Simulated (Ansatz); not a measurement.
This geometry of a periodic cell of 15 atoms, MoW14 (host W, host structure bcc, dopant Mo, one W atom removed) is a first-order saddle point.

All numbers below come from DFT PBE-D3(BJ), scalar-relativistic, plane waves, PAW (Ansatz). Settings: PAW set soft_1, cutoff 420 eV, k mesh 3x3x3, fermi-dirac smearing 0.15 eV, no spin polarisation.

```xyz
15
Lattice="6.3200 0.0000 0.0000 0.0000 6.3200 0.0000 0.0000 0.0000 6.3200" Properties=species:S:1:pos:R:3
Mo 0.593 -0.603 -0.604
W 3.178 0.014 0.013
W -0.025 3.131 0.013
W -0.025 0.014 3.129
W 1.569 1.563 1.562
W 3.119 3.190 -0.016
W 3.119 -0.015 3.189
W 4.750 1.559 1.558
W 0.004 3.190 3.188
W 1.599 4.711 1.645
W 1.599 1.646 4.710
W 3.151 3.159 3.158
W 4.747 4.741 1.562
W 4.747 1.563 4.740
W 4.665 4.711 4.710
```

Task: Which two structures does it join? (They come from a converged band through this point; their orientation in space is the band's.)

Result: The atom that moves furthest is Mo1, by 2.67 Å; four of its nearest neighbours are W11 2.72, W15 2.72, W10 2.72, W14 2.75 Å at the first end and W2 2.73, W3 2.73, W4 2.73, W6 2.74 Å at the last.

Image 0:

```xyz
15
Lattice="6.3200 0.0000 0.0000 0.0000 6.3200 0.0000 0.0000 0.0000 6.3200" Properties=species:S:1:pos:R:3
Mo 0.010 -0.027 -0.028
W 3.138 -0.022 -0.024
W 0.006 3.166 -0.024
W 0.007 -0.022 3.164
W 1.573 1.571 1.569
W 3.135 3.169 -0.025
W 3.135 -0.023 3.167
W 4.735 1.569 1.567
W 0.007 3.169 3.167
W 1.571 4.733 1.570
W 1.571 1.571 4.732
W 3.134 3.170 3.168
W 4.733 4.732 1.569
W 4.733 1.570 4.730
W 4.733 4.733 4.732
```

Image 6:

```xyz
15
Lattice="6.3200 0.0000 0.0000 0.0000 6.3200 0.0000 0.0000 0.0000 6.3200" Properties=species:S:1:pos:R:3
Mo 1.563 -1.563 -1.563
W 3.159 -0.001 -0.001
W 0.001 3.161 -0.001
W 0.001 -0.001 3.161
W 1.564 1.563 1.563
W 3.159 3.161 -0.001
W 3.159 -0.001 3.161
W 4.756 1.564 1.564
W 0.001 3.161 3.161
W 1.565 4.755 1.565
W 1.565 1.565 4.755
W 3.159 3.161 3.161
W 4.757 4.756 1.563
W 4.757 1.563 4.756
W 4.755 4.755 4.755
```

Task: How far does it lie above each of them?

Result: 1.38 eV above the first and 1.38 eV above the second. This is the barrier of this one path; another mechanism may lie lower. Limits of this set-up: coarse k mesh, a small cell, in which the defect meets its images, a typed lattice constant that wasn't relaxed here.

Run time: 19 min on 4 threads of Arm Neoverse V1, on a shared host, peak memory 3.2 GiB.
